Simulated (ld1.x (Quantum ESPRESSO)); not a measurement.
Cutoff test, hydrogen, PAW

hydrogen, PAW, made with ld1.x (Quantum ESPRESSO) 7.5 (PBE, scalar-relativistic). Core none, reference 1s1. Waves: 1s (bound): rcut 1.00, rcutus 1.25 bohr; 1s channel at 0.05 Ry: rcut 1.00, rcutus 1.25 bohr; 2p channel at 0.4 Ry: rcut 0.90, rcutus 1.20 bohr; 2p channel at 2 Ry: rcut 0.90, rcutus 1.20 bohr. Local part: all-electron potential smoothed inside 1.20 bohr (lloc = -1). Core correction: none. Augmentation charge: BESSEL, radius 1.00 bohr.

The pseudo-atom Hamiltonian at the reference potential is diagonalised in spherical Bessel functions j_l(qr) that vanish at 20 bohr, with q² up to the cutoff. All-electron valence levels (Ry): 1s -0.4772.

Problem. How do the lowest levels (Ry) of each channel move with the cutoff, and are there ghosts?

Solution.

| cutoff (Ry) | s #1 | s #2 | p #1 | p #2 | d #1 | f #1 | f #2 | Σ f·Δε (mRy) |
| --- | --- | --- | --- | --- | --- | --- | --- | --- |
| 8 | -0.4440 | 0.0116 | 0.0294 | 0.1001 | 0.0773 | 0.1194 | 0.2591 | 33.2 |
| 12 | -0.4648 | 0.0105 | 0.0294 | 0.1000 | 0.0773 | 0.1194 | 0.2591 | 12.4 |
| 15 | -0.4701 | 0.0103 | 0.0294 | 0.1000 | 0.0773 | 0.1194 | 0.2591 | 7.1 |
| 21 | -0.4758 | 0.0100 | 0.0294 | 0.1000 | 0.0773 | 0.1194 | 0.2591 | 1.3 |
| 25 | -0.4766 | 0.0099 | 0.0294 | 0.1000 | 0.0773 | 0.1194 | 0.2591 | 0.6 |
| 35 | -0.4772 | 0.0099 | 0.0294 | 0.1000 | 0.0773 | 0.1194 | 0.2591 | 0.0 |
| 400 | -0.4772 | 0.0099 | 0.0294 | 0.1000 | 0.0773 | 0.1194 | 0.2591 | 0.0 |

Result: no extra level below or beside the all-electron valence levels (s, p, d, f tested); 10 mRy is reached at 15 Ry and 1 mRy at 25 Ry.
